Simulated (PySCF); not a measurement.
## Calculated NMR data

No solvent, non-relativistic Hamiltonian, a single conformation, rapidly exchanging positions averaged. GIAO PBE0/pcSseg-1 shieldings; coordinates at the GFN2-xTB level; PySCF 2.14.

Referencing at the same level of theory: 1H (31.72 ppm), 13C (186.93 ppm) against TMS. Where no couplings were computed, multiplicities follow the n + 1 count of equivalent neighbours, and m marks all less simple cases (inequivalent or close neighbours, rings, F or P nearby). Shifts are as computed. Against solution values, carbons near 30 ppm lie about +3 ppm off and those near 130 ppm about +5 ppm. Of 1211 compounds with measured shifts, 218 miss one by over three times the rms of a fit or turn the order of signals round; such compounds aren't used in these exercises. OH and NH positions are gas-phase values without hydrogen bonding to other molecules.

**1.** `InChI=1S/C7H11NOSi/c1-2-3-4-6-5-8-9-7(6)10/h2,5H,1,3-4H2,10H3`. 1H NMR (400 MHz, computed): δ 8.17 (s, 1H), 5.84 (m, 1H), 5.33 (m, 1H), 5.07 (m, 1H), 4.48 (s, 3H), 2.75 (t, 2H), 2.29 (m, 2H). 13C{1H} NMR (computed): δ 171.0, 153.3, 145.4, 137.0, 127.8, 41.8, 26.6.

**2.** SMILES N[Si@@H]1COC[Si@@H](O)N1, C2H10N2O2Si2. 1H NMR (400 MHz, computed): δ 5.00 (m, 1H), 4.68 (m, 1H), 3.74 (m, 1H), 3.67 (m, 1H), 3.13 (m, 1H), 3.08 (m, 1H), 1.40 (br s, 1H), 1.24 (br s, 1H), 1.04 (br s, 2H). 13C{1H} NMR (computed): δ 67.1, 64.2.
